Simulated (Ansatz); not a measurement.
Gas-phase electronic energies from Ansatz, PBE0-D4/def2-TZVP geometries. CCSD(T)/CBS is the MP2 limit (def2-TZVPP, def2-QZVPP) plus CCSD(T) − MP2 in def2-TZVPP, frozen cores. This one scheme is used for every species. DFT in def2-TZVPP. B3LYP here is the variant with VWN-RPA as its local correlation; programs differ in this. Each species was taken in one conformer, which may not be the lowest.

Reaction (ligand exchange at the Al–O bond): `[OH][Al]([F])[SiH3]` + NH₃ → `[NH2][Al]([F])[SiH3]` + H₂O

`[OH][Al]([F])[SiH3]`:

Cartesian coordinates in Å:
```
O 0.758 -1.143 1.725
Al -0.263 -0.036 0.966
F -1.427 0.734 1.850
Si 0.004 0.393 -1.413
H 0.726 -1.379 2.651
H 1.410 0.778 -1.715
H -0.314 -0.834 -2.194
H -0.894 1.486 -1.871
```

NH₃:

Z-matrix (Å, degrees):
```
N
H 1 1.013
H 1 1.013 2 107.1
H 1 1.013 2 107.1 3 -114.5
```

`[NH2][Al]([F])[SiH3]`:

Cartesian coordinates in Å:
```
N -1.786 -0.009 -0.956
Al -0.545 -0.709 0.075
F -0.842 -2.212 0.698
Si 1.543 0.431 0.605
H -1.716 0.897 -1.391
H -2.660 -0.448 -1.195
H 1.667 0.674 2.069
H 2.722 -0.373 0.179
H 1.617 1.750 -0.084
```

H₂O:

Z-matrix (Å, degrees):
```
O
H 1 0.960
H 1 0.960 2 105.1
```

```csv
level,ΔE (kJ/mol),difference from CCSD(T)/CBS
revPBE-D4,43.3,-1.0
BLYP-D4,48.1,3.8
ωB97X-V,47.3,3.0
B3LYP,49.7,5.4
MP2/def2-SVP,49.6,5.3
SCS-MP2/def2-TZVPP,48.3,4.0
SCS-MP2/def2-QZVPP,47.0,2.7
HF/CBS(def2),50.6,6.3
MP2/CBS(def2),45.1,0.8
CCSD/CBS(def2),44.8,0.5
CCSD(T)/CBS,44.3,0
```

Largest T1 diagnostic among the species: 0.013.

At CCSD(T), def2-SVP lies +4.1 kJ/mol from the extrapolated value and def2-TZVPP +2.1 kJ/mol. Leaving LDA and LC-ωPBE aside and taking each functional with its dispersion term where it has one, the values, not all of them listed here, spread over 6.1 kJ/mol, from revPBE-D4 to B2PLYP. In def2-TZVPP, CCSD(T) changes the Hartree–Fock value by −4.4 kJ/mol (the triples alone add −0.5 kJ/mol) and MP2 by −3.7 kJ/mol.
